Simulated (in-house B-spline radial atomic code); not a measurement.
A fraction x of an electron is moved 4d → 5f in Te³⁺, starting from [Kr] 4d10 5s2 5p1 and keeping the highest spin. Method: scalar-relativistic (X2C) revTPSS, spin-polarised, spherical fractional occupations, Fermi nucleus of rms radius 4.7423 fm. Calculated with an all-electron radial atomic-structure program (B-spline basis).

```json
{"x": "0", "E(x) - E(0) (eV)": "0.0000", "4d down level (eV)": "-72.318", "5f up level (eV)": "-"}
{"x": "0.125", "E(x) - E(0) (eV)": "8.2119", "4d down level (eV)": "-73.925", "5f up level (eV)": "-7.747"}
{"x": "0.25", "E(x) - E(0) (eV)": "?", "4d down level (eV)": "?", "5f up level (eV)": "?"}
{"x": "0.375", "E(x) - E(0) (eV)": "25.0370", "4d down level (eV)": "-77.068", "5f up level (eV)": "-8.617"}
{"x": "0.5", "E(x) - E(0) (eV)": "33.6668", "4d down level (eV)": "-78.622", "5f up level (eV)": "-8.995"}
{"x": "0.625", "E(x) - E(0) (eV)": "42.4441", "4d down level (eV)": "-80.165", "5f up level (eV)": "-9.353"}
{"x": "0.75", "E(x) - E(0) (eV)": "?", "4d down level (eV)": "?", "5f up level (eV)": "?"}
{"x": "0.875", "E(x) - E(0) (eV)": "60.4454", "4d down level (eV)": "-83.221", "5f up level (eV)": "-10.021"}
{"x": "1", "E(x) - E(0) (eV)": "69.6702", "4d down level (eV)": "-84.732", "5f up level (eV)": "-10.336"}
```

Task: What belongs in the row x = 0.25?

Result: An energy change of 16.5532 eV; 4d down at -75.504 eV, 5f up at -8.210 eV.

Task: What belongs in the row x = 0.75?

Result: An energy change of 51.3701 eV; 4d down at -81.698 eV, 5f up at -9.694 eV.

Task: Check Janak's theorem between x = 0.375 and 0.5.

Result: The slope of the energy is 69.04 eV; the orbital levels give 69.04 eV (ε of the receiving orbital less ε of the emptying one, averaged over the two points).
